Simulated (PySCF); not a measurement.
**O³⁺: ionisation energy**

O³⁺ [He] 2s2 2p1 (2P) → O⁴⁺ [He] 2s2 (1S), as a difference of total energies. All numbers are calculated (PySCF 2.14, no relativity, point nucleus, in an even-tempered Gaussian basis (20 s from 0.062 bohr⁻², ratio 2.2; 13 p from 0.081 bohr⁻², ratio 2.2; 6 d from 1.1 bohr⁻², ratio 2.4; 6 f from 1.6 bohr⁻², ratio 2.4; 5 g from 2.4 bohr⁻², ratio 2.4)). Correlated levels: nothing frozen; virtual orbitals above 40 to 60 times the deepest correlated orbital energy dropped. The calculations carry no spin-orbit coupling.

| method | ionisation energy (eV) | plus first-order spin-orbit estimate | error of that sum (eV) |
| --- | --- | --- | --- |
| UHF | 77.331 | 77.363 | -0.050 |
| LDA | 77.843 | 77.875 | +0.462 |
| PBE | 78.090 | 78.122 | +0.709 |
| PBE0 | 78.072 | 78.104 | +0.691 |
| r2SCAN | 78.339 | 78.371 | +0.958 |
| revPBE | 78.042 | 78.074 | +0.661 |
| PW91 | 78.263 | 78.295 | +0.882 |
| MP2 (all electrons) | 77.643 | 77.675 | +0.262 |
| SCS-MP2 (all electrons) | 77.562 | 77.595 | +0.182 |

Reference: 77.413 eV (measured; NIST Atomic Spectra Database, ionization energies).

A first-order spin-orbit estimate (lowest level to lowest level, LS coupling) adds 0.032 eV.
